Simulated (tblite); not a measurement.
Computed with GFN2-xTB (tblite): harmonic, unscaled wavenumbers at the GFN2-xTB geometry, gas phase. Against measured fundamentals such values can be off by several per cent, at times by over 20. Modes of hydrogen on silicon can be 10 to 20 % off. One conformer each. Thermal functions are those of the rigid rotor and harmonic oscillator, without mixing of conformers.

**Question.** Order these by their ideal-gas entropy at 200 K and 1 bar, highest first (J/(mol K)).
A. `C1=CC(C2CC2)=CC=N1`
B. `CN(C)[SiH2][C@@H](F)CCC#N`
C. `C=N[SiH2]c1sncc1N`
D. `C=C(C)C1=CC=CC=C1`
E. `C1OC(=O)O[C@]1(C)CCC`

**Answer.** B (412.1), E (367.3), C (363.4), D (327.5), A (315.7).

| SMILES | atoms | mass (u) | symmetry number | modes under 300 cm⁻¹ | ZPE (kJ/mol) | S translation (J/(mol K)) | S rotation | S vibration | S | Cp |
| --- | --- | --- | --- | --- | --- | --- | --- | --- | --- | --- |
| CN(C)[SiH2][C@@H](F)CCC#N | 23 | 160.08 | 1 | 12 | 475.9 | 163.9 | 123.3 | 125.0 | 412.1 | 155.2 |
| CCC[C@]1(C)COC(=O)O1 | 22 | 144.08 | 1 | 7 | 482.3 | 162.5 | 119.6 | 85.1 | 367.3 | 123.7 |
| C=N[SiH2]c1sncc1N | 16 | 157.01 | 1 | 7 | 278.7 | 163.6 | 120.3 | 79.5 | 363.4 | 124.7 |
| C=C(C)c1ccccc1 | 19 | 118.08 | 1 | 4 | 413.0 | 160.1 | 115.2 | 52.3 | 327.5 | 100.1 |
| c1cc(C2CC2)ccn1 | 18 | 119.07 | 1 | 3 | 386.9 | 160.2 | 114.7 | 40.9 | 315.7 | 88.4 |

Entropies and Cp are for 200 K and 1 bar.
